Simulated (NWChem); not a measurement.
System: C$_{3}$H$_{4}$N$_{2}$; SMILES C(=N\C#N)/C

Here is an NWChem input.

```
start job
memory heap 200 mb stack 900 mb global 1100 mb
geometry units angstroms noautosym nocenter noautoz
  C     -0.124641    -2.250550     0.000000
  C      0.341392    -0.845500     0.000000
  N     -0.480373     0.134281     0.000000
  C     -0.049724     1.394945     0.000000
  N      0.221457     2.526591     0.000000
  H      0.272877    -2.779225    -0.882371
  H      0.272877    -2.779225     0.882371
  H     -1.220862    -2.297870     0.000000
  H      1.433558    -0.673195     0.000000
end
basis spherical
  * library aug-cc-pvdz
end
dft
  xc b3lyp
  iterations 150
end
property
  response 1 0.0773
end
task dft property
```

The geometry was optimised at PBE0/def2-SVP.

Field at 589 nm.

Task: Predict the main results of this run. (B3LYP/aug-cc-pVDZ.) Quantities: isotropic polarisability (bohr³); anisotropy (bohr³).

Result: 
```yaml
isotropic polarisability (bohr³): 56.3
anisotropy (bohr³): 50.9
```
